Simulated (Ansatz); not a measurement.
Start from `CSC([SiH3])S` and change one atom or group to get `[SiH3]OC([SiH3])S`.

Ansatz, PBE0-D4/def2-TZVP geometries, multiplicity 1. Each molecule was computed in one conformer, which needn't be the lowest.

```csv
property,`CSC([SiH3])S`
HOMO energy (ωB97M-V/def2-TZVPP) / eV,-8.66
HOMO–LUMO gap (PBE0/def2-TZVPP) / eV,6.35
LUMO energy (PBE/def2-TZVPP) / eV,-1.04
HOMO–LUMO gap (PBE/def2-TZVPP) / eV,4.25
HOMO–LUMO gap (B3LYP/def2-TZVPP) / eV,5.92
LUMO energy (ωB97M-V/def2-TZVPP) / eV,1.65
```

Problem. Give the same properties after the change, and the shifts. (An estimate is asked.)

Solution. Ansatz gave: 
```
                             property  `[SiH3]OC([SiH3])S`  shift
HOMO energy (ωB97M-V/def2-TZVPP) / eV                -9.57  -0.91
 HOMO–LUMO gap (PBE0/def2-TZVPP) / eV                 7.15   0.80
    LUMO energy (PBE/def2-TZVPP) / eV                -1.12  -0.08
  HOMO–LUMO gap (PBE/def2-TZVPP) / eV                 5.04   0.79
HOMO–LUMO gap (B3LYP/def2-TZVPP) / eV                 6.70   0.78
LUMO energy (ωB97M-V/def2-TZVPP) / eV                 1.51  -0.14
```

With PBE0 the HOMO falls by 0.90 eV and the LUMO falls by 0.09 eV, so the gap widens by about 0.81 eV. PBE moves the HOMO by -0.86 eV and ωB97M-V by -0.91 eV.

B3LYP here is the variant with VWN-RPA as its local correlation; programs differ in this.
